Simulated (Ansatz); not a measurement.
This geometry of C₂H₇NOSi (12 atoms, charge 0, multiplicity 1) is a first-order saddle point.

Computed with RKS B3LYP-D4/def2-SVP (Ansatz).

```xyz
12
Properties=species:S:1:pos:R:3
C -2.215 -0.608 0.811
C -1.338 0.173 0.176
O -0.179 0.619 0.729
Si 1.384 0.132 0.322
N 1.828 0.349 -1.327
H -3.149 -0.892 0.322
H -2.022 -0.962 1.826
H -1.527 0.528 -0.848
H 1.506 -1.322 0.611
H 2.234 0.989 1.178
H 1.980 1.269 -1.727
H 1.577 -0.330 -2.039
```

(1) Which two structures does it join? (They come from a converged band through this point; their orientation in space is the band's.)

(2) How far does it lie above each of them?

## Answers

(1) No bond is made or broken.

First end point:

```xyz
12
Properties=species:S:1:pos:R:3
C -2.383 -0.379 0.843
C -1.217 -0.167 0.228
O -0.070 0.130 0.889
Si 1.501 -0.001 0.283
N 1.687 0.586 -1.321
H -3.277 -0.591 0.255
H -2.463 -0.337 1.932
H -1.132 -0.201 -0.868
H 1.902 -1.434 0.248
H 2.292 0.798 1.247
H 1.595 1.564 -1.572
H 1.643 -0.022 -2.131
```

Last end point:

```xyz
12
Properties=species:S:1:pos:R:3
C -2.419 -0.211 0.758
C -1.178 -0.561 0.408
O -0.074 0.116 0.807
Si 1.483 -0.021 0.165
N 1.778 0.831 -1.297
H -3.267 -0.809 0.423
H -2.602 0.664 1.386
H -0.995 -1.446 -0.220
H 1.718 -1.465 -0.119
H 2.341 0.542 1.232
H 1.809 1.846 -1.315
H 1.482 0.458 -2.193
```

(2) 4.6 kJ/mol above the first and 4.6 kJ/mol above the second. This is the barrier of this one path; another mechanism may lie lower.

The run took 6.5 min on 2 threads of Arm Neoverse V2 (shared host), peak memory 0.23 GiB.
